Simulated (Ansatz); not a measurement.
`C[O][W]([OH])([OH])([OH])([OH])[Cl]`. Charge 0, multiplicity 1. W: def2 effective core potential. The geometry is a stationary point of PBE0-D4/def2-TZVP. It is one conformer, not always the lowest.

```xyz
15

C     0.258    2.295    0.536
O     0.287    1.184   -0.306
W     0.017   -0.652   -0.250
O    -1.223   -0.958   -1.658
O     1.423   -0.923   -1.463
O    -0.109   -2.493    0.252
O     0.899   -0.593    1.423
Cl   -2.031   -0.117    0.934
H     0.858    2.087    1.427
H     0.660    3.163    0.008
H    -0.776    2.485    0.839
H    -2.162   -0.891   -1.464
H     1.796   -0.223   -2.006
H    -0.674   -3.037   -0.304
H     0.776   -1.328    2.032
```

(1) What is the dipole moment at ωB97M-V/def2-TZVPP? (An estimate is asked.)

(2) And with PBE, r2SCAN, B3LYP? (Best estimate.)

(3) Give the Mulliken charges with ωB97M-V, B3LYP, r2SCAN in def2-TZVPP. (Estimate.)

Results:

(1) The calculation gave: 1.89 D, with components (1.18, 0.95, -1.14) D in this frame, pointing from negative to positive charge.

(2) The calculation gave: PBE 1.91 D, r2SCAN 1.97 D, B3LYP 1.88 D.

(3) Computed: 
```json
{"atom": "C1", "ωB97M-V": "-0.15", "B3LYP": "-0.09", "r2SCAN": "0.02"}
{"atom": "O2", "ωB97M-V": "-0.30", "B3LYP": "-0.31", "r2SCAN": "-0.32"}
{"atom": "W3", "ωB97M-V": "1.00", "B3LYP": "1.08", "r2SCAN": "1.09"}
{"atom": "O4", "ωB97M-V": "-0.34", "B3LYP": "-0.36", "r2SCAN": "-0.38"}
{"atom": "O5", "ωB97M-V": "-0.33", "B3LYP": "-0.34", "r2SCAN": "-0.36"}
{"atom": "O6", "ωB97M-V": "-0.34", "B3LYP": "-0.36", "r2SCAN": "-0.38"}
{"atom": "O7", "ωB97M-V": "-0.34", "B3LYP": "-0.35", "r2SCAN": "-0.37"}
{"atom": "Cl8", "ωB97M-V": "-0.36", "B3LYP": "-0.40", "r2SCAN": "-0.41"}
{"atom": "H9", "ωB97M-V": "0.13", "B3LYP": "0.12", "r2SCAN": "0.08"}
{"atom": "H10", "ωB97M-V": "0.13", "B3LYP": "0.11", "r2SCAN": "0.07"}
{"atom": "H11", "ωB97M-V": "0.13", "B3LYP": "0.11", "r2SCAN": "0.08"}
{"atom": "H12", "ωB97M-V": "0.19", "B3LYP": "0.20", "r2SCAN": "0.22"}
{"atom": "H13", "ωB97M-V": "0.19", "B3LYP": "0.20", "r2SCAN": "0.22"}
{"atom": "H14", "ωB97M-V": "0.19", "B3LYP": "0.20", "r2SCAN": "0.21"}
{"atom": "H15", "ωB97M-V": "0.20", "B3LYP": "0.21", "r2SCAN": "0.22"}
```

B3LYP here is the variant with VWN-RPA as its local correlation; programs differ in this.
